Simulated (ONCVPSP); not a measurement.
**Configuration tests for Pb (ONCV)**

```
Element                 : Pb (Z = 82)
Generator               : ONCVPSP 4.0.1
Type                    : optimised norm-conserving Vanderbilt (ONCV)
Functional              : PBE
Relativity              : fully relativistic
Frozen core             : [Xe]
Valence charge          : 28
Reference configuration : 4f14 5d10 6s2 6p1 (charge +1)
Partial waves           : 6s: rc 2.10 bohr, ncon 4, nbas 9, qcut 3 1/bohr, 1 projector; 6p: rc 2.25 bohr, ncon 4, nbas 9, qcut 3.9 1/bohr, 3 projectors, debl 3.9 Ha; 5d: rc 1.55 bohr, ncon 4, nbas 7, qcut 7.9 1/bohr, 2 projectors, debl 2.8 Ha; 4f: rc 0.70 bohr, ncon 4, nbas 9, qcut 22.5 1/bohr, 3 projectors, debl 1.7 Ha
Local potential         : polynomial inside 0.50 bohr (lpopt 5, dvloc0 3 Ha)
Core correction         : polynomial model core, fcfact 0.2
```

Open shells are filled in proportion to 2j + 1.

In the f channel the program set the typed energies aside and used -5.068, 0.250, 1.950 Ha (j = l + 1/2; the other j can differ).

Energies are relative to the spin-unpolarised reference configuration 4f14 5d10 6s2 6p1; without spin polarisation the order of configurations can differ from experiment.

```tsv
valence configuration	charge	ΔE all-electron (eV)	error AE − PS (meV)
4f14 5d10 6s2 6p2	0	-6.698	-0.7
4f14 5d10 6s2 6p0	+2	13.605	-2.3
4f14 5d10 6s1 6p0	+3	46.012	-9.4
```

**Question.** What are ΔE and the potential's error for 4f14 5d10 6s0 6p0?

**Answer.** ΔE = 88.705 eV all-electron; the error (AE − PS) is -72 meV.

Levels in the configuration 4f14 5d10 6s2 6p2:

```tsv
level	all-electron (eV)	pseudo (eV)
4f j=7/2	-130.166	-130.338
4f j=5/2	-135.197	-135.354
5d j=5/2	-20.061	-20.106
5d j=3/2	-22.643	-22.691
6s j=1/2	-11.987	-11.991
6p j=3/2	-3.118	-3.118
6p j=1/2	-4.581	-4.580
```

Note: ghosts flagged at negative energy: s at -1838.9 eV, s at -494.1 eV, p3/2 at -823.7 eV, p1/2 at -828.7 eV; GHOST(+) flagged for p3/2 at 77.4 eV, d5/2 at 105.6 eV, p1/2 at 106.1 eV, d3/2 at 143.4 eV. A true bound ghost makes a file unfit for plane-wave use.
